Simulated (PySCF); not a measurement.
**Ionisation energy of Ir by level of theory**

Ir [Xe] 4f14 5d7 6s2 (4F) → Ir⁺ [Xe] 4f14 5d7 6s1 (5F), as a difference of total energies. All numbers are calculated (PySCF 2.14, the spin-free X2C one-electron Hamiltonian (Gaussian nucleus), in ANO-RCC-VTZP). The calculations carry no spin-orbit coupling.

```json
{"method": "UHF", "ionisation energy (eV)": "7.035"}
{"method": "M06-L", "ionisation energy (eV)": "8.785"}
{"method": "LC-wPBE", "ionisation energy (eV)": "8.423"}
{"method": "B3LYP", "ionisation energy (eV)": "9.101"}
```

For comparison: 8.926 eV (measured; NIST levels, between the centres of gravity of the two terms).
